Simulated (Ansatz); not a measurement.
```yaml
crystal:
  periodic: [false, false, false]
  atoms:
    - {symbol: B, position_ang: [-0.836266, 0.373386, -0.221615]}
    - {symbol: N, position_ang: [0.307571, 1.073126, 0.316229]}
    - {symbol: Al, position_ang: [1.130624, -0.509398, 0.276295]}
    - {symbol: N, position_ang: [-0.453526, -1.011467, -0.373158]}
    - {symbol: H, position_ang: [-1.901916, 0.851636, -0.491268]}
    - {symbol: H, position_ang: [0.350137, 2.048636, 0.530749]}
    - {symbol: H, position_ang: [2.530481, -1.137747, 0.630851]}
    - {symbol: H, position_ang: [-1.035006, -1.745173, -0.723882]}
basis:
  gaussian: {orbitals: "6-31G*"}
hamiltonian: {xc: {name: HF}}
correlation: {method: bccd_t}
accuracy: high
```

```sh
$ ansatz run in.yaml --threads 2 --pin off --events-out ev --progress --plain --max-ram 4352MiB
```

It prints (some lines left out):

```
Functional definition: HF
1645 factors; integrals over basis functions are off by at most 3.9e-9 eV
mean field evaluation 1: about -10278.8587 eV, gradient 4.6e1 eV
mean field evaluation 2: about -10278.9085 eV, gradient 4.6e1 eV
mean field evaluation 4: about -10283.5003 eV, gradient 3.0e0 eV
mean field evaluation 8: about -10283.5419 eV, gradient 9.0e-2 eV
mean field -10283.54188556 eV, -377.9131938594 hartree, gradient 8.3e-8 eV, S^2 0.000000; 0 other end points of the search recorded, 0 dependent functions left out
8 core orbitals not correlated: weight in the atoms' cores, before any rotation towards them, 1.000 or more for the frozen orbitals, at most 0.000 for the correlated occupied ones
reference -10283.54188556 eV, -377.9131938594 hartree; 10, 10 occupied and 54, 54 virtual orbitals, 1645 factors
second order -12.30602963 eV of doubles, -0.00000000 eV of singles
cycle   1  -12.64555798 eV  change   -3.4e-1 eV  update   8.9e-2
cycle   2  -12.97599159 eV  change   -3.3e-1 eV  update   2.7e-2
cycle   3  -13.05199745 eV  change   -7.6e-2 eV  update   1.5e-2
cycle   4  -13.04131663 eV  change    1.1e-2 eV  update   3.6e-3
cycle   5  -13.03857743 eV  change    2.7e-3 eV  update   1.5e-3
cycle   6  -13.03840637 eV  change    1.7e-4 eV  update   3.9e-4
cycle   7  -13.03823604 eV  change    1.7e-4 eV  update   1.0e-4
cycle   8  -13.03817235 eV  change    6.4e-5 eV  update   2.9e-5
cycle   9  -13.03817500 eV  change   -2.6e-6 eV  update   7.5e-6
cycle  10  -13.03817247 eV  change    2.5e-6 eV  update   2.6e-6
cycle  11  -13.03817374 eV  change   -1.3e-6 eV  update   8.4e-7
cycle  12  -13.03817417 eV  change   -4.3e-7 eV  update   2.8e-7
cycle  13  -13.03817437 eV  change   -1.9e-7 eV  update   9.5e-8
cycle  14  -13.03817438 eV  change   -9.4e-9 eV  update   4.1e-8
cycle  15  -13.03817442 eV  change   -4.5e-8 eV  update   2.4e-8
cycle  16  -13.03817350 eV  change    9.2e-7 eV  update   1.2e-7
cycle  17  -13.03817355 eV  change   -5.0e-8 eV  update   3.2e-8
cycle  18  -13.03817352 eV  change    3.7e-8 eV  update   9.2e-9
cycle  19  -13.03817351 eV  change   8.5e-10 eV  update   2.9e-9
cycle  20  -13.03817352 eV  change  -2.3e-10 eV  update  7.6e-10
perturbative correction -0.42390539 eV, -0.0155782357 hartree
Total energy: -10297.00396447 eV, -378.4079161341 hartree
```

Hardware: 2 threads of an Arm Neoverse V2 on a shared host. Wall time 2.8 s, peak host memory 0.37 GiB.
